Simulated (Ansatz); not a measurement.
Level of theory: Ansatz (an electronic-structure program) with frozen-core CCSD(T)/cc-pVTZ // r2SCAN-D4/def2-TZVP.

Ansatz 0.2 input:
```yaml
crystal:
  periodic: [false, false, false]
  atoms:
    - { symbol: N, position_ang: [-1.560347, -0.160297, -0.06545] }
    - { symbol: Ga, position_ang: [0.049059, 0.618884, 0.251094] }
    - { symbol: N, position_ang: [1.517615, -0.36915, -0.153916] }
    - { symbol: H, position_ang: [-1.679866, -1.113436, -0.366188] }
    - { symbol: H, position_ang: [-2.435068, 0.254435, 0.208381] }
    - { symbol: H, position_ang: [0.163017, 2.047625, 0.831423] }
    - { symbol: H, position_ang: [2.454978, -0.007233, -0.104925] }
    - { symbol: H, position_ang: [1.490611, -1.270828, -0.600418] }
basis:
  gaussian: { orbitals: cc-pVTZ }
correlation:
  method: ccsd_t
```

Output:

```
Functional definition: HF
1022 factors; integrals over basis functions are off by at most 1.0e-3 eV
mean field evaluation 1: about -55375.1325 eV, gradient 4.9e1 eV
mean field evaluation 2: about -55375.1874 eV, gradient 4.9e1 eV
mean field evaluation 4: about -55379.9820 eV, gradient 2.8e0 eV
mean field evaluation 8: about -55380.0204 eV, gradient 2.2e-1 eV
mean field evaluation 16: about -55378.2370 eV, gradient 3.0e1 eV
mean field -55380.02048567 eV, -2035.1782149221 hartree, gradient 1.4e-6 eV, S^2 0.000000; 0 other end points of the search recorded, 0 dependent functions left out
11 core orbitals not correlated
reference -55380.02048567 eV, -2035.1782149221 hartree; 14, 14 occupied and 148, 148 virtual orbitals, 1022 factors
second order -16.47010346 eV of doubles, -0.00000000 eV of singles
cycle   1  -16.47214944 eV  change   -2.0e-3 eV  update   9.5e-2
cycle   2  -16.93395224 eV  change   -4.6e-1 eV  update   2.8e-2
cycle   3  -17.02397429 eV  change   -9.0e-2 eV  update   1.4e-2
cycle   4  -17.01427441 eV  change    9.7e-3 eV  update   3.6e-3
cycle   5  -17.01468519 eV  change   -4.1e-4 eV  update   1.9e-3
cycle   6  -17.01467200 eV  change    1.3e-5 eV  update   5.0e-4
cycle   7  -17.01436980 eV  change    3.0e-4 eV  update   1.9e-4
cycle   8  -17.01436313 eV  change    6.7e-6 eV  update   4.9e-5
cycle   9  -17.01436984 eV  change   -6.7e-6 eV  update   1.5e-5
perturbative correction -0.70387935 eV, -0.0258670891 hartree
Total energy: -55397.73873485 eV, -2035.8293485699 hartree
```

Cost: around 80 core-seconds (rough).
